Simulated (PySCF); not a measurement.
C5H9N, SMILES C=C1CN(C)C1.

Coordinates come from a B3LYP-D3(BJ)/def2-SVP optimisation.

The numbers are results of PySCF 2.14.0 with B3LYP-D3(BJ)/def2-SVP, not measurements.

No scaling factor is applied to the harmonic values.

### Question
Give all harmonic wavenumbers and intensities. (An estimate is asked for; the answer gives what the named calculation found.)

### Answer

```csv
mode,ν (cm⁻¹),IR (km/mol),moving atoms (share of kinetic energy)
1,102,0.7,"C 67 %, H 31 %"
2,232,1.0,H 94 %
3,277,0.3,"C 56 %, H 40 %"
4,319,3.4,"N 37 %, C 33 %, H 30 %"
5,407,7.2,"H 52 %, C 44 %"
6,413,0.1,"C 48 %, H 43 %, N 9 %"
7,630,3.6,"C 68 %, N 18 %, H 14 %"
8,664,0.2,H 99 %
9,798,10.0,"C 63 %, H 31 %"
10,906,0.7,"H 57 %, C 43 %"
11,908,36.4,"H 74 %, C 26 %"
12,954,0.2,"H 73 %, C 26 %"
13,967,8.2,"C 77 %, H 18 %"
14,1001,22.4,"H 41 %, C 40 %, N 19 %"
15,1054,2.0,"H 51 %, C 47 %"
16,1113,0.4,H 95 %
17,1123,6.4,"H 81 %, C 18 %"
18,1180,11.0,"H 68 %, N 19 %, C 13 %"
19,1205,10.5,"C 54 %, H 31 %, N 16 %"
20,1228,4.0,"H 53 %, C 42 %"
21,1238,10.7,"H 43 %, N 35 %, C 22 %"
22,1301,0.7,"H 46 %, C 37 %, N 17 %"
23,1334,48.2,"H 37 %, C 33 %, N 30 %"
24,1425,5.1,"H 86 %, C 14 %"
25,1435,1.5,"H 84 %, C 16 %"
26,1459,0.0,H 93 %
27,1459,18.9,H 94 %
28,1473,3.8,H 96 %
29,1490,8.0,"H 89 %, C 11 %"
30,1791,21.9,C 94 %
31,2898,90.9,H 95 %
32,2932,66.5,H 94 %
33,2943,67.8,H 93 %
34,3043,40.0,"H 92 %, C 8 %"
35,3044,32.8,"H 91 %, C 9 %"
36,3057,43.3,H 93 %
37,3106,18.9,"H 90 %, C 10 %"
38,3134,5.7,H 94 %
39,3227,6.7,"H 89 %, C 11 %"
```
